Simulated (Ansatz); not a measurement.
Geometry optimisation, RKS PBE/def2-SVPD (Ansatz).

Input file:

```yaml
crystal:
  periodic: [false, false, false]
  atoms:
    - { symbol: "N", position_ang: [-0.8905, 0.3214, -0.9241] }
    - { symbol: Sb, position_ang: [-0.1288, 0.0505, 0.9652] }
    - { symbol: O, position_ang: [1.2036, -1.2499, 0.2159] }
    - { symbol: H, position_ang: [-1.4627, -0.453, -1.1506] }
    - { symbol: H, position_ang: [-1.5782, 1.1797, -0.8743] }
    - { symbol: H, position_ang: [0.9826, 1.4229, 0.7671] }
    - { symbol: H, position_ang: [1.9353, -1.3396, 0.9552] }
basis:
  gaussian: { orbitals: def2-SVPD }
hamiltonian:
  xc: pbe
relax:
  f_tol: 0.015
  max_steps: 40
```

Run as:

```bash
$ ansatz run input.yaml --threads 2 --pin off --max-ram 3072MiB --backend cpu --events-out ev --progress --plain --runs-dir out
```

Problem. Where does it end, and by what steps?

Solution. It converged. After 20 steps the energy has fallen by 0.570 eV; H5 moved furthest, 1.03 Å.

| step | energy less start (eV) | largest force component (eV/Å) | accepted |
| --- | --- | --- | --- |
| 0 | 0.0000 | 3.385 | yes |
| 1 | -0.2715 | 1.000 | yes |
| 2 | -0.3405 | 0.456 | yes |
| 3 | -0.3976 | 0.353 | yes |
| 4 | -0.4188 | 0.544 | yes |
| 5 | -0.4080 | 1.309 | no |
| 6 | -0.4551 | 0.186 | yes |
| 7 | -0.4747 | 0.120 | yes |
| 8 | -0.4441 | 1.848 | no |
| 9 | -0.4869 | 0.078 | yes |
| 10 | -0.4951 | 0.094 | yes |
| 11 | -0.4995 | 0.267 | yes |
| 12 | -0.5009 | 0.286 | yes |
| 13 | -0.5099 | 0.195 | yes |
| 14 | -0.5315 | 0.380 | yes |
| 15 | -0.4933 | 1.603 | no |
| 16 | -0.5598 | 0.210 | yes |
| 17 | -0.5548 | 0.700 | no |
| 18 | -0.5680 | 0.083 | yes |
| 19 | -0.5696 | 0.038 | yes |
| 20 | -0.5697 | 0.012 | yes |

```xyz
7
Properties=species:S:1:pos:R:3
N -1.245 0.385 -0.584
Sb -0.088 0.043 1.095
O 1.638 -0.766 0.324
H -1.769 -0.430 -0.916
H -0.757 0.814 -1.377
H 0.626 1.613 0.927
H 1.656 -1.727 0.485
```

Run time: 30 s on 2 threads of Intel(R) Xeon(R) Platinum 8488C (Sapphire Rapids) (shared host), peak memory 0.15 GiB.
